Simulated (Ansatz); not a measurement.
Computed with Ansatz on PBE0-D4/def2-TZVP structures; ΔE is electronic, products minus reactants. CBS: MP2 limit from def2 TZ/QZ plus the TZ coupled-cluster correction, frozen cores. This one scheme is used for every species. Functionals use def2-TZVPP. B3LYP here is the variant with VWN-RPA as its local correlation; programs differ in this. One conformer a species, not always the lowest.

`O[Si]1([O][AlH2])CN1` + HCl → `O[Si]1(Cl)CN1` + `[OH][AlH2]`  (ligand exchange at the Si–O bond)

Question: Is it downhill or uphill in electronic energy at CCSD(T)/CBS, and by how much? (Estimate.)

Answer: Ansatz gave: Uphill: ΔE = +7.2 kcal/mol.

Question: What do these levels give: B3LYP-D4, ωB97X-V, B2PLYP, PBE, MP2/def2-TZVPP, CCSD/CBS(def2)? (Best estimate.)

Answer: Computed: B3LYP-D4 6.9, ωB97X-V 6.6, B2PLYP 6.8, PBE 3.2, MP2/def2-TZVPP 6.8, CCSD/CBS(def2) 7.8 kcal/mol.

Largest T1 diagnostic among the species: 0.012.

The D4 term adds +0.7 kcal/mol with B3LYP and +0.5 kcal/mol with PBE0; it sums over pairs of atoms, weighted by their polarisabilities, and B3LYP, whose exchange is more repulsive, gets the larger term. In def2-TZVPP, CCSD(T) changes the Hartree–Fock value by −1.6 kcal/mol (the triples alone add −0.5 kcal/mol) and MP2 by −3.0 kcal/mol.
